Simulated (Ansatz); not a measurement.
Ligand exchange: SnH3(CH3) + GaH(SH)2 → SnH3(SH) + GaH(CH3)(SH)

Species: SnH3(CH3), singlet; GaH(SH)2, singlet; SnH3(SH), singlet; GaH(CH3)(SH), singlet. The partners trade CH3 for SH: Sn–CH3 and Ga–SH bonds give way to Sn–SH and Ga–CH3.

Shapes, held fixed at every level: PBE0-D4/def2-TZVP. Flexible molecules stand in one conformer, not always the lowest. Programs: Ansatz 0.2.0. The zero-point and thermal change to 298 K, harmonic and unscaled (PBE0-D4/def2-TZVP), is -1.1 kJ/mol.

```json
{"level": "HF/def2-SVP", "kind": "Hartree–Fock", "ΔH(298 K) (kJ/mol)": "+21.3", "less CCSD(T)/def2-TZVPP": "-5.3"}
{"level": "HF/def2-TZVPP", "kind": "Hartree–Fock", "ΔH(298 K) (kJ/mol)": "+22.3", "less CCSD(T)/def2-TZVPP": "-4.3"}
{"level": "B3LYP-D4/def2-TZVPP", "kind": "global hybrid", "ΔH(298 K) (kJ/mol)": "+22.1", "less CCSD(T)/def2-TZVPP": "-4.5"}
{"level": "wB97X-V/def2-TZVPP", "kind": "range-separated hybrid", "ΔH(298 K) (kJ/mol)": "+22.1", "less CCSD(T)/def2-TZVPP": "-4.5"}
{"level": "MP2/def2-SVP", "kind": "perturbation theory", "ΔH(298 K) (kJ/mol)": "+27.4", "less CCSD(T)/def2-TZVPP": "+0.8"}
{"level": "MP2/def2-TZVPP", "kind": "perturbation theory", "ΔH(298 K) (kJ/mol)": "+26.7", "less CCSD(T)/def2-TZVPP": "+0.1"}
{"level": "CCSD/def2-SVP", "kind": "coupled cluster or CI", "ΔH(298 K) (kJ/mol)": "+26.8", "less CCSD(T)/def2-TZVPP": "+0.2"}
{"level": "CCSD(T)/def2-TZVPP", "kind": "coupled cluster or CI", "ΔH(298 K) (kJ/mol)": "+26.6", "less CCSD(T)/def2-TZVPP": "0.0"}
```

The highest level, CCSD(T)/def2-TZVPP, gives ΔH(298 K) = +26.6 kJ/mol; the levels span +21.3 to +27.4. The column of differences is taken from that level and isn't an error. No measured value is set beside it here. For atoms past krypton def2 sets carry core potentials with scalar relativity. Relativity is left out for Ga. Outer-core shells of Ga, Sn are correlated in most correlated rows, in sets that cover them unevenly.
